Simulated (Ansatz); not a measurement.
`CO[CH2][AlH][GaH2]`, charge 0, multiplicity 1.

Q: Give a relaxed structure at PBE0-D4/def2-TZVP (Ansatz). (Best estimate.)

A: The calculation gave: 
Z-matrix (Å, degrees):
```
C
O 1 1.412
H 1 1.090 2 107.7
H 1 1.095 2 110.1 3 -119.4
H 1 1.096 2 110.6 3 119.7
C 2 1.450 1 115.6 3 178.7
Ga 2 2.220 1 129.2 3 -32.3
Al 6 2.010 2 98.1 1 165.3
H 6 1.100 2 108.9 1 47.4
H 6 1.097 2 108.8 1 -69.0
H 7 1.585 2 100.9 1 -42.1
H 7 1.579 2 101.7 1 77.7
H 8 1.593 6 121.8 2 172.9
```
This is one stationary point; other conformers may exist.
